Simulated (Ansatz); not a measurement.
Species: sum formula NbOCl (charge 0, triplet). The spin state was set by rule; other spins were not relaxed. SMILES: [O]=[Nb][Cl]
Geometry: optimised at B3LYP-D3(BJ)/def2-TZVP (Ansatz, a first-principles code).

Property: atomisation energy (electronic, to ground-state atoms), in eV. Valence correlation only, unless marked. UHF or UKS for open shells. No spin-orbit coupling. The frozen core is the preceding noble-gas configuration, with the filled d and f shells of earlier blocks. Past Kr the def2 sets carry scalar-relativistic core potentials. The coupled-cluster limit lacks core correlation, which all-electron functionals hold. CBS(X,Y): correlation extrapolated as X^-3; Hartree-Fock from the larger set. [CCSD(T)-MP2]/basis is that difference in the basis named.

```json
[
 {"level": "BLYP-D4/def2-TZVPD", "program": "Ansatz + dftd4", "atomisation energy (eV)": "?"},
 {"level": "B3LYP-D4/def2-TZVPD", "program": "Ansatz + dftd4", "atomisation energy (eV)": "?"},
 {"level": "PBE0-D3(BJ)/def2-TZVPD", "program": "Ansatz + dftd3", "atomisation energy (eV)": "11.88"},
 {"level": "PBE0-D4/def2-TZVPD", "program": "Ansatz + dftd4", "atomisation energy (eV)": "11.88"},
 {"level": "CAM-B3LYP-D3(BJ)/def2-TZVPD", "program": "Ansatz + dftd3", "atomisation energy (eV)": "12.14"},
 {"level": "CAM-B3LYP/def2-TZVPD", "program": "Ansatz", "atomisation energy (eV)": "12.07"},
 {"level": "LC-wPBE-D3(BJ)/def2-TZVPD", "program": "Ansatz + dftd3", "atomisation energy (eV)": "11.95"},
 {"level": "wB97X/def2-TZVPD", "program": "Ansatz", "atomisation energy (eV)": "?"},
 {"level": "B2PLYP/def2-TZVPD", "program": "Ansatz", "atomisation energy (eV)": "12.36"},
 {"level": "CCSD/def2-SVP", "program": "Ansatz", "atomisation energy (eV)": "?"},
 {"level": "CCSD/def2-SVPD", "program": "Ansatz", "atomisation energy (eV)": "10.98"},
 {"level": "RI-MP2/CBS(def2-TZVPPD,def2-QZVPPD)+[CCSD(T)-MP2]/def2-TZVPPD", "program": "Ansatz", "atomisation energy (eV)": "12.33"}
]
```

**Question.** What belongs in the gaps?

**Answer.** 
- BLYP-D4/def2-TZVPD, atomisation energy (eV): 12.81
- B3LYP-D4/def2-TZVPD, atomisation energy (eV): 12.15
- wB97X/def2-TZVPD, atomisation energy (eV): 12.62
- CCSD/def2-SVP, atomisation energy (eV): 10.84
